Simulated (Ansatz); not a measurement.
`[SiH3]C([SiH3])=[Se]` + H₂ → `[SiH3]C=[Se]` + SiH₄ at 400 K and 1 bar (hydrogenolysis of a C–Si bond).

Program: Ansatz. Geometries: PBE0-D4/def2-TZVP. ΔE: electronic, gas phase. CCSD(T)/CBS is the MP2 limit (def2-TZVPP, def2-QZVPP) plus CCSD(T) − MP2 in def2-TZVPP, frozen cores. This one scheme is used for every species. For Se outer-core shells are correlated without core-valence functions, which leaves a few kJ/mol of doubt a bond. Scalar relativity is left out up to krypton.

| species | CCSD(T)/CBS energy (Eh) | H − E (kJ/mol) | S (J/(mol·K)) |
| --- | --- | --- | --- |
| `[SiH3]C([SiH3])=[Se]` | -3020.47928 | 180.4 | 402.5 |
| H₂ | -1.17544 | 38.0 | 139.0 |
| `[SiH3]C=[Se]` | -2730.19682 | 128.9 | 333.4 |
| SiH₄ | -291.46306 | 96.9 | 218.6 |

H − E and S are ideal-gas, rigid-rotor, harmonic terms from PBE0-D4/def2-TZVP, for one conformer and one mirror image of each species. For small species the MP2-based limit differs from directly extrapolated CCSD(T) by up to some mEh (0.8 for H₂); such offsets cancel only in part. 1 Eh = 2625.50 kJ/mol, R = 8.31446 J/(mol·K).

**Question.** By hand: ΔE, ΔH, ΔS and ΔG.

**Answer.** ΔE = (-2730.19682) + (-291.46306) − (-3020.47928) − (-1.17544) = -0.00516 Eh = -13.5 kJ/mol. Δ(H − E) = 128.9 + 96.9 − 180.4 − 38.0 = 7.4, so ΔH = -6.1 kJ/mol. ΔS = 333.4 + 218.6 − 402.5 − 139.0 = 10.5 J/(mol·K). ΔG = -6.1 − 400 × (10.5)/1000 = -10.3 kJ/mol.

**Question.** By hand: the equilibrium constant, and the temperature at which ΔG would vanish if ΔH and ΔS stayed fixed.

**Answer.** log₁₀ K = −ΔG/(RT ln 10) = 1.3. ΔH and −TΔS have one sign here, so there is no such temperature.

TΔS isn't small against ΔH here. A doubt of 5 kJ/mol in ΔE shifts log₁₀ K by 0.7 here. Other conformers and mirror images would add mixing entropy, several J/(mol·K) or more a flexible species. Modes under 60 cm⁻¹, often nearly free rotors, make the harmonic entropy too high. These are equilibria of isolated gas molecules and say nothing of rates. Largest T1 diagnostic: 0.014 (customary marks: 0.02 for closed shells, 0.045 for open ones).

ΔS is within the doubt of such terms, so its sign, and with it that verdict, could turn.
